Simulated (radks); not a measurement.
Question: The mean radii <r> (bohr) of the occupied orbitals of an atom or ion are listed with their occupations. All-electron calculation, non-relativistic Kohn-Sham, TPSS, spin-polarised, spherical densities, point nucleus; meta-GGA in the generalised Kohn-Sham scheme. Program: a radial shooting solver on a logarithmic mesh with Libxc functionals.

| orbital | occ. | <r> |
|---|---|---|
| 1s up | 1 | 0.02711 |
| 1s down | 1 | 0.02710 |
| 2s up | 1 | 0.1144 |
| 2s down | 1 | 0.1144 |
| 2p up | 3 | 0.09721 |
| 2p down | 3 | 0.09720 |
| 3s up | 1 | 0.2720 |
| 3s down | 1 | 0.2723 |
| 3p up | 1 | 0.2583 |

Name the element and its charge. Open shells, if any, are filled with parallel spins first.

Answer: Z = 56, barium, charge +43: Ba43+ in [Ne] 3s2 3p1. The 1s radius gives Z: for a bare nucleus <r> = 1.5/Z, 0.02679 bohr for Z = 56, and screening makes it slightly larger (0.02711 here). The occupations add up to 13, and the charge is Z minus that.
